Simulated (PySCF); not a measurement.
Working out the excitation energy of Sr

Sr [Kr] 5s2 (1S) → Sr [Kr] 5p2 (3P). Calculation: PySCF 2.14, in ANO-RCC-VTZP; the spin-free X2C one-electron Hamiltonian (Gaussian nucleus). Frozen: [Ar] 3d10. Energies in hartree (1 hartree = 27.21139 eV):

| part | Sr (lower) | Sr (upper) |
| --- | --- | --- |
| UHF | -3177.234519 | -3177.091806 |
| CCSD correlation | -0.232063 | -0.205235 |
| (T) | -0.006840 | -0.005727 |

Q: What does Hartree-Fock give?

A: (-3177.091806) − (-3177.234519) = 0.142713 hartree = 3.883 eV.

Q: What do CCSD and CCSD(T) give?

A: The CCSD correlation energies differ by 0.026828 hartree = 0.730 eV and the triples by 0.001113 hartree = 0.030 eV, so CCSD gives 4.613 eV and CCSD(T) 4.643 eV.

Measured between the centres of the two terms (NIST): 4.405 eV, so CCSD(T) (valence and next inner shell) is off by 0.238 eV.

The coupled-cluster amplitudes are large, so a single reference is strained.

What remains against the reference includes basis incompleteness, the frozen core and higher excitations.
